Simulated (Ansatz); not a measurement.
Program: Ansatz. Geometries: PBE0-D4/def2-TZVP. ΔE: electronic, gas phase. CCSD(T)/CBS adds triple-zeta CCSD(T) − MP2 to the extrapolated MP2 energy (def2 sets, frozen cores). Functionals use def2-TZVPP. B3LYP here is the variant with VWN-RPA as its local correlation; programs differ in this. Each species was taken in one conformer, which may not be the lowest.

Consider the substitution at a C–Si bond: `B[SiH](C)N=C` + `NC1(O)C=N1` → `CNC1(O)C=N1` + `B[SiH2]N=C`.

`B[SiH](C)N=C`:

Cartesian coordinates in Å:
```
B -1.123 1.075 1.490
Si 0.166 0.219 0.210
C 0.427 1.248 -1.332
N -0.402 -1.356 -0.299
C 0.169 -2.443 -0.032
H -2.065 0.506 1.956
H -0.939 2.207 1.839
H 1.474 0.088 0.946
H 0.784 2.247 -1.071
H 1.166 0.777 -1.984
H -0.505 1.349 -1.893
H -0.252 -3.394 -0.380
H 1.102 -2.524 0.550
```

`NC1(O)C=N1`:

Cartesian coordinates in Å:
```
N -1.360 -0.243 -0.026
C 0.044 -0.143 -0.077
O 0.528 -1.175 -0.856
C 0.827 0.516 0.917
N 0.747 1.173 -0.166
H -1.737 -0.400 -0.952
H -1.776 0.582 0.382
H 1.429 -0.955 -1.111
H 1.298 0.645 1.888
```

`CNC1(O)C=N1`:

Z-matrix (Å, degrees):
```
C
N 1 1.454
H 1 1.091 2 109.0
H 1 1.097 2 114.0 3 121.7
H 1 1.093 2 109.2 3 -117.2
C 2 1.404 1 114.3 3 179.0
H 2 1.014 1 110.7 3 -57.4
C 6 1.431 2 122.4 1 -88.6
O 6 1.396 2 112.5 1 69.9
N 6 1.485 2 119.2 1 -148.9
H 8 1.085 6 155.4 2 83.0
H 9 0.962 6 108.8 2 166.8
```

`B[SiH2]N=C`:

Cartesian coordinates in Å:
```
B -1.838 0.770 0.613
Si -0.484 -0.110 -0.575
N 1.149 0.404 -0.226
C 2.075 -0.369 0.129
H -2.995 0.501 0.469
H -1.552 1.560 1.462
H -0.770 0.281 -1.985
H -0.621 -1.603 -0.476
H 3.075 0.025 0.344
H 1.961 -1.459 0.247
```

| level | ΔE (kJ/mol) |
| --- | --- |
| PBE-D4 | 75.6 |
| B3LYP | 72.4 |
| HF/def2-TZVPP | 67.3 |
| MP2/def2-TZVPP | 78.1 |
| HF/def2-QZVPP | 67.6 |
| MP2/def2-QZVPP | 80.0 |
| SCS-MP2/def2-QZVPP | 74.8 |
| HF/CBS(def2) | 67.6 |

Problem. What does CCSD(T)/CBS give? (Estimate.)

Solution. Ansatz gave: +76.6 kJ/mol. The listed levels differ from it by -1.0, -4.2, -9.3, 1.5, -9.0, 3.4, -1.8, -9.0 kJ/mol.

Largest T1 diagnostic among the species: 0.013.

In def2-TZVPP, CCSD(T) changes the Hartree–Fock value by +6.2 kJ/mol (the triples alone add +0.8 kJ/mol) and MP2 by +10.8 kJ/mol.
